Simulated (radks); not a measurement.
The numbers below are computed, except where a source is named.
Problem. Coherent X-ray form factor from a spherical all-electron density. Level of theory: non-relativistic Kohn-Sham, BLYP, spin-polarised, spherical densities, point nucleus (a radial shooting solver on a logarithmic mesh with Libxc functionals).

sin(theta)/lambda (1/angstrom)  f0 (electrons)
0.05                                    22.828
0.1                                     22.324
0.15                                    21.527
0.2                                     20.493
0.25                                    19.292
0.3                                     17.991
0.4                                     15.343
0.5                                     12.935
0.6                                     10.958
0.8                                      8.329
1                                        6.929
1.25                                     5.907
1.5                                      5.094
2                                        3.610

The species is in the configuration that NIST lists as its ground one. Which atom or ion scatters so?

Solution. The nickel ion Ni5+, [Ar] 3d5. Extrapolating in s^2 from the first two rows gives f0(0) = 23.0, near the electron count 23; among species with that count, the fall with angle is slower the higher Z, and the table is that of Z = 28; from so few rows the species is fixed only to a neighbour or two.
